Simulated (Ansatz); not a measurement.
Cartesian coordinates in Å:
```
C 0.1679 2.0628 0.0316
Ga -0.2811 0.1213 0.1276
C -1.5558 -0.6090 -1.2221
C -0.2016 -0.7667 1.9123
N 1.5710 -0.6793 -0.7134
H -0.6609 2.6644 0.4165
H 0.3507 2.3951 -0.9948
H 1.0478 2.3147 0.6315
H -1.5380 -1.7025 -1.2593
H -2.5808 -0.3172 -0.9745
H -1.3533 -0.2320 -2.2292
H -0.2161 -1.8580 1.8330
H -1.0667 -0.4813 2.5182
H 0.6899 -0.4794 2.4780
H 1.5400 -1.6915 -0.7527
H 2.3685 -0.4098 -0.1490
H 1.7184 -0.3316 -1.6539
```

The species carries charge 0 and has multiplicity 1.

Question: List the PBE0/def2-TZVPP orbital energies in eV (the Gaussian-basis code of Ansatz). (Estimate.)

Answer: Ansatz gave: Occupied: -10145.14, -1250.99, -1107.16, -1107.08, -1107.08, -392.73, -276.71, -276.71, -276.71, -149.30, -102.28, -102.05, -102.05, -25.82, -21.46, -21.33, -21.33, -21.24, -21.24, -18.40, -17.93, -17.93, -14.83, -14.83, -11.79, -10.42, -10.37, -10.37, -10.07, -10.07, -10.00, -8.75, -6.71, -6.71. Lowest empty: 0.00, 1.41, 1.80, 1.80, 2.57, 2.57, 3.00, 3.31.
